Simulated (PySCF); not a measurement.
C₄H₄F₂. Atoms are numbered in the order given.

```xyz
10

C     -2.6532     0.4464     0.0000
C     -1.5518    -0.5654     0.0000
C     -0.2672    -0.3011     0.0000
C      1.0088    -0.0300     0.0000
F      1.7501     0.1238     1.0786
F      1.7501     0.1238    -1.0786
H     -3.2970     0.3101    -0.8842
H     -2.2641     1.4730     0.0000
H     -3.2970     0.3101     0.8842
H     -1.8631    -1.6214     0.0000
```

Geometry optimised at PBE0-D3(BJ)/def2-SVP.

The numbers are results of PBE/pcSseg-1 (PySCF), not measurements.

GIAO shieldings, no solvent; atoms alike by connectivity are averaged. δ = σ(ref) − σ: ¹³C against TMS (σ = 182.0 ppm); ¹⁹F against CFCl3 (σ = 133.6 ppm); ¹H against TMS (σ = 31.49 ppm), references at their B3LYP-D3(BJ)/def2-TZVP geometries, non-relativistic.

| nucleus | atoms | count | δ (ppm) |
|---|---|---|---|
| ¹³C | C3 | 1 | 188.3 |
| ¹³C | C4 | 1 | 164.0 |
| ¹³C | C2 | 1 | 125.2 |
| ¹³C | C1 | 1 | 25.6 |
| ¹⁹F | F5, F6 | 2 | -119.9 |
| ¹H | H10 | 1 | 7.01 |
| ¹H | H7, H8, H9 | 3 | 2.31 |
